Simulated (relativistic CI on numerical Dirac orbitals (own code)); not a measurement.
**Slater and spin-orbit integrals, Pr XXXII**

These numbers are calculated, not measured: Dirac-Coulomb-Breit CI, KLI orbitals optimised for each configuration, model QED, unscaled Slater integrals (own radial code, finite nucleus).

Slater integrals F^k, G^k are unscaled and averaged over j, outside the closed core [Ne]; ζ comes from projecting the Hamiltonian with its Breit term on Σ l·s of the shell.

- 3s2 3p6 3d9 4s: ζ(3d) = 68716, G^2(3d,4s) = 43044 cm⁻¹; <r>(3d) = 0.2375, <r^2>(3d) = 0.06589, <r>(4s) = 0.5382, <r^2>(4s) = 0.3254 (bohr units).
- 3s2 3p6 3d9 4p: ζ(3d) = 68731, F^2(3d,4p) = 130970, G^1(3d,4p) = 42620, G^3(3d,4p) = 43006, ζ(4p) = 166940 cm⁻¹; <r>(3d) = 0.2375, <r^2>(3d) = 0.06591, <r>(4p) = 0.5488, <r^2>(4p) = 0.3404 (bohr units).
- 3s2 3p6 3d9 4d: ζ(3d) = 68697, F^2(3d,4d) = 136910, F^4(3d,4d) = 69153, G^0(3d,4d) = 44061, G^2(3d,4d) = 55885, G^4(3d,4d) = 44042, ζ(4d) = 20626 cm⁻¹; <r>(3d) = 0.2376, <r^2>(3d) = 0.06596, <r>(4d) = 0.5479, <r^2>(4d) = 0.343 (bohr units).

Averages of the first 10 configurations, taken without configuration mixing, which lowers the lowest level and can move excited configurations by several eV; other configurations of the list can lie among them:

| Configuration | Parity | States | Average energy above the lowest level (eV) |
| --- | --- | --- | --- |
| 3s2 3p6 3d10 | even | 1 | 0.1 |
| 3s2 3p6 3d9 4s | even | 20 | 805.7 |
| 3s2 3p6 3d9 4p | odd | 60 | 889.8 |
| 3s2 3p6 3d9 4d | even | 100 | 1005.2 |
| 3s2 3p6 3d9 4f | odd | 140 | 1115.7 |
| 3s2 3p5 3d10 4s | odd | 12 | 1132.1 |
| 3s2 3p5 3d10 4p | even | 36 | 1216.4 |
| 3s2 3p6 3d8 4s2 | even | 45 | 1640.0 |
| 3s2 3p6 3d8 4s 4p | odd | 540 | 1719.3 |
| 3s2 3p6 3d9 5s | even | 20 | 1304.5 |
